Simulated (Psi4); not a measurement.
C2H7Al, charge -1, doublet, at a GFN2-xTB geometry (such geometries of metal compounds can be far from the true shape) (a state made from the parent by changing its charge; the spin is typed, not shown lowest) (a gas-phase anion, which may not be bound at this level). Base run: R2SCAN/3-21G (Psi4).

The Psi4 input:
```
memory 2 GB

molecule mol {
-1 2
Al    0.729791   -0.114475   -0.084578
C    -0.720476   -1.528481    0.402992
H    -0.329936   -2.556121    0.338070
H    -1.604100   -1.510800   -0.252707
H    -1.113299   -1.430720    1.427738
C    -0.272820    1.711438   -0.119545
H     0.372405    2.527080   -0.481753
H    -0.633440    2.042261    0.867613
H    -1.156798    1.726549   -0.774829
H     0.937660   -0.407813   -1.725299
}

set {
  basis 3-21g
  reference uks
}

energy('r2scan')
print_variables()
```

The base run was repeated with changes; each row names its change, and settings that it needs were set with it.

```tsv
change	basis functions	E (Eh)	core-seconds (rough)	outcome
base	45	-320.96540	30	converged
basis = STO-3G	26	-318.71620	20	converged
basis = 6-31G	45	…	20	converged
basis = def2-SV(P)	60	-322.60163	30	converged
basis = 6-31G*	63	-322.73131	30	converged
basis = pcseg-1	81	-322.73290	30	converged
basis = def2-SVP	81	-322.62192	30	converged
basis = cc-pVDZ	81	…	40	converged
basis = 6-311G**	…	…	60	converged
basis = 6-311++G**	123	-322.79367	80	converged
basis = 6-311+G(2d,p)	131	-322.79662	90	converged
basis = aug-pcseg-1	136	-322.74072	80	converged
basis = aug-cc-pVTZ	303	-	-	cut at the time limit
```

Q: Some entries are withheld; supply them.

A: 
- basis = 6-31G, E (Eh): -322.70541
- basis = cc-pVDZ, E (Eh): -322.75527
- basis = 6-311G**, basis functions: 104
- basis = 6-311G**, E (Eh): -322.78901

Totals compare only among sets that treat the same electrons; sets with core potentials leave the core out.

Open shells are given as the SCF converged; they aren't shown to be the lowest states, and a large step between rows can be another state.

A gas-phase anion may not be bound at this level; its values then depend on the basis.
